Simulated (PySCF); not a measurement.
Isomers of C5H11NO, one GFN2-xTB conformer each. Single-point energies are computed at wB97X-D/def2-SVPD (PySCF, gas phase, no added dispersion term), electronic only.

```csv
SMILES,GFN2-xTB relative energy (kcal/mol)
CCC(=O)N(C)C,0.9
CC(C)(C)C(N)=O,2.2
CCCNC(C)=O,0.0
```

Conformers: `[CH3:1][CH2:2][C:3](=[O:4])[N:5]([CH3:6])[CH3:7]` with C1–C2–C3–O4 -2°, C2–C3–N5–C6 0°; `[CH3:1][C:2]([CH3:3])([CH3:4])[C:5]([NH2:6])=[O:7]` with C2–C5–N6–H 180° and 0°; `[CH3:1][CH2:2][CH2:3][NH:4][C:5]([CH3:6])=[O:7]` with C1–C2–C3–N4 64°, C2–C3–N4–C5 -115°, C3–N4–C5–C6 177°.

Question: What does wB97X-D/def2-SVPD give for the same structures?

Answer: 
```tsv
SMILES	wB97X-D/def2-SVPD E (Eh)	wB97X-D/def2-SVPD (kcal/mol)	GFN2-xTB (kcal/mol)	point group
CC(C)(C)C(N)=O	-326.83652	0.0	2.2	Cs
CCCNC(C)=O	-326.83207	2.8	0.0	C1
CCC(=O)N(C)C	-326.81796	11.6	0.9	near Cs
```

GFN2-xTB puts CCCNC(C)=O lowest instead; measured from each level's own lowest isomer, the values differ by up to 10.7 kcal/mol (CCC(=O)N(C)C: 0.9 against 11.6). As drawn, the lowest has an N–H bond and a quaternary carbon, which the highest lacks.

Question: Which frontier levels, dipoles and rotational constants go with these structures?

Answer: 
| SMILES | HOMO (eV, wB97X-D/def2-SVPD) | LUMO (eV) | dipole (D) | A, B, C (MHz) |
| --- | --- | --- | --- | --- |
| CC(C)(C)C(N)=O | -9.16 | 2.06 | 3.76 | 3306, 2374, 1985 |
| CCCNC(C)=O | -9.21 | 2.08 | 3.86 | 4666, 1475, 1453 |
| CCC(=O)N(C)C | -8.75 | 2.05 | 3.90 | 4682, 1872, 1383 |
